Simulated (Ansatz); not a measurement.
A made-up structure of CH₅GeN, closed shell:

```
8
angstrom
N -1.4844 0.7474 -0.9298
C -0.2654 0.4124 -0.8991
Ge 0.6743 -0.4162 0.6239
H -0.0652 -0.5201 -1.3617
H 0.3148 0.6047 -1.8092
H -0.3563 -0.5769 1.7544
H 1.2397 -1.7878 0.2213
H 1.8353 0.4788 1.0867
```

It is relaxed with PBE-D4/def2-SVP and then PBE0-D4/def2-TZVP (Ansatz 0.2.0). Atoms count as bonded within 1.22 times the sum of their covalent radii (H–H: 0.88 Å). The end point is not checked to be a true minimum.

Problem. Does its bonding change? (Judge from chemistry; the calculation decides.)

Solution. The calculation gives: Yes. Formed: N1–Ge3; broken: C2–Ge3.

Where it ends: The first stage lowers the energy by 4.95 eV in 24 steps. It ends as CH₅GeN ([CH2][N][GeH3]):
N1  (-0.494, -0.590, -0.596)
C2  (-0.298, 0.197, -1.558)
Ge3  (0.580, -0.460, 0.920)
H4  (-0.926, 0.125, -2.454)
H5  (0.475, 0.982, -1.587)
H6  (-0.342, -0.177, 2.114)
H7  (1.283, -1.812, 1.103)
H8  (1.614, 0.676, 0.745)
(Å)

Labels in which every atom is bracketed show which atoms are joined, not bond orders.

For scale, one of the runs: PBE0-D4/def2-TZVP relaxation, 140 basis functions, launched by `ansatz run in.yaml --threads 2 --pin off --events-out ev --progress --plain --max-ram 4352MiB`. The run took about 21 s on 2 CPU threads of an Arm Neoverse V1 (shared host).
